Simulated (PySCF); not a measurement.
HAs, triplet, geometry from GFN2-xTB. Base run: DF-BLYP/STO-3G in PySCF.

Input for PySCF:
```python
from pyscf import gto, scf, dft

mol = gto.M(
    atom='''
As   -0.000000   -0.000000   -0.044544
H     0.000000    0.000000    1.469944
''',
    basis='sto-3g',
    charge=0,
    spin=2,
    verbose=4,
)

mf = dft.UKS(mol)
mf.xc = 'blyp'
mf = mf.density_fit(auxbasis='def2-universal-jkfit')
mf.kernel()
```

Variants of this job, named by their change:

```json
[
 {"change": "base", "basis functions": "19", "E (Eh)": "-2210.98945", "HOMO (eV)": "-2.25", "dipole (D)": "0.48"},
 {"change": "basis = LANL2DZ", "basis functions": "10", "E (Eh)": "-6.63511", "HOMO (eV)": "-5.54", "dipole (D)": "0.46"},
 {"change": "basis = pcseg-1", "basis functions": "32", "E (Eh)": "-2236.22680", "HOMO (eV)": "-5.48", "dipole (D)": "0.23"},
 {"change": "basis = 6-31G*", "basis functions": "34", "E (Eh)": "-2236.17454", "HOMO (eV)": "-5.47", "dipole (D)": "0.40"},
 {"change": "basis = def2-SV(P)", "basis functions": "34", "E (Eh)": "-2236.18495", "HOMO (eV)": "-5.38", "dipole (D)": "0.23"},
 {"change": "basis = aug-pcseg-1", "basis functions": "45", "E (Eh)": "-2236.22862", "HOMO (eV)": "-5.62", "dipole (D)": "0.17"},
 {"change": "basis = 6-311G**", "basis functions": "50", "E (Eh)": "-2236.43259", "HOMO (eV)": "-5.53", "dipole (D)": "0.22"},
 {"change": "basis = pcseg-2", "basis functions": "57", "E (Eh)": "-2236.52034", "HOMO (eV)": "-5.56", "dipole (D)": "0.19"},
 {"change": "basis = pc-2", "basis functions": "57", "E (Eh)": "-2236.52553", "HOMO (eV)": "-5.56", "dipole (D)": "0.19"},
 {"change": "basis = def2-TZVPP", "basis functions": "62", "E (Eh)": "-2236.46631", "HOMO (eV)": "-5.48", "dipole (D)": "0.13"},
 {"change": "basis = def2-TZVPD", "basis functions": "63", "E (Eh)": "-2236.46664", "HOMO (eV)": "-5.51", "dipole (D)": "0.12"},
 {"change": "basis = def2-QZVP", "basis functions": "105", "E (Eh)": "-2236.51890", "HOMO (eV)": "-5.57", "dipole (D)": "0.16"},
 {"change": "basis = def2-QZVPP", "basis functions": "119", "E (Eh)": "-2236.51897", "HOMO (eV)": "-5.57", "dipole (D)": "0.15"}
]
```

Totals compare only among sets that treat the same electrons; sets with core potentials leave the core out.

Open shells are given as the SCF converged; they aren't shown to be the lowest states, and a large step between rows can be another state.
